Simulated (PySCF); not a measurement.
Sb(H)(OH)2 (H3O2Sb), SMILES [OH][SbH][OH].

Geometry optimised at PBE0-D3(BJ)/def2-TZVP. The def2 effective core potentials stand for the cores of Sb; spin–orbit coupling is left out. The values are those of a single conformer.

All values below come from PySCF 2.14.0 with PBE0-D3(BJ)/def2-TZVP.

Frequencies are harmonic and unscaled.

Computed vibrational spectrum:
| mode | ν (cm⁻¹) | IR (km/mol) | moving atoms (share of kinetic energy) |
|---|---|---|---|
| 1 | 194 | 5.9 | O 63 %, H 28 %, Sb 9 % |
| 2 | 288 | 104.9 | H 89 %, O 11 % |
| 3 | 325 | 124.4 | H 74 %, O 25 % |
| 4 | 607 | 125.3 | O 78 %, Sb 14 % |
| 5 | 624 | 103.1 | O 73 %, H 16 %, Sb 11 % |
| 6 | 660 | 24.9 | H 81 %, O 18 % |
| 7 | 690 | 0.9 | H 93 % |
| 8 | 900 | 22.6 | H 92 % |
| 9 | 924 | 100.1 | H 91 %, O 8 % |
| 10 | 1922 | 237.6 | H 99 % |
| 11 | 3870 | 67.1 | H 94 % |
| 12 | 3883 | 77.9 | H 94 % |
